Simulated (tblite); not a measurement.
Species: C₆H₁₁FN (doublet state).
SMILES with atom numbers: `[CH3:1]/[CH:2]=[CH:3]/[C@H:4]([F:5])[CH2:6][N:7][CH3:8]` (hydrogens: H9, H10, H11 on C1; H12 on C2; H13 on C3; H14 on C4; H15, H16 on C6; H17, H18, H19 on C8)

The geometry is computed with GFN2-xTB (gas phase). This method treats the open shell by occupation alone, without spin polarisation.

(1) List the bond lengths, angles and torsions at this level.

## Answers

(1) 
```tsv
bond	length (Å)
C1–C2	1.489
C2=C3	1.324
C3–C4	1.492
C4–F5	1.378
C4–C6	1.559
C6–N7	1.396
N7–C8	1.404
C1–H9, C1–H10, C1–H11	1.089
C2–H12	1.082
C3–H13	1.081
C4–H14	1.097
C6–H15	1.100
C6–H16	1.104
C8–H17, C8–H18, C8–H19	1.098
```

Bonds in one row agree within 0.01 Å and their mean is given. A selection of angles:
```tsv
angle	degrees
C1–C2–C3	124.4
C2–C3–C4	124.9
C3–C4–F5	111.4
C3–C4–C6	110.5
F5–C4–C6	108.0
C4–C6–N7	110.4
C6–N7–C8	118.3
```

Dihedral angles: C1–C2–C3–C4 179° (antiperiplanar); C2–C3–C4–F5 9° (synperiplanar); C3–C4–C6–N7 -75° (synclinal); C4–C6–N7–C8 122° (anticlinal).

The 4 C–C bonds span 1.324 Å (C2=C3, drawn double) to 1.559 Å (C4–C6, drawn single), a spread of 0.235 Å. C2 (carbon bonded to 2 C and H) is planar (angles 124.4°, 119.7° and 115.9°, sum 360.0°, 0.01 Å off the plane of its three neighbours). Of the pairs four or more bonds apart, H16···H18 is among the closest relative to their van der Waals radii: 2.18 Å, 91 % of the sum of Bondi's values. C3 (carbon bonded to 2 C and H) is planar (angles 124.9°, 121.8° and 113.3°, sum 360.0°, 0.01 Å off the plane of its three neighbours).

Point group: C1 (no symmetry element, even within 0.4 Å). Its GFN2-xTB frequencies are all real (lowest 27 cm⁻¹). 2 starts were optimised and ended at 0.00 and 0.29 kcal/mol (GFN2-xTB); the lowest of these is shown.

One conformer stands for the species.
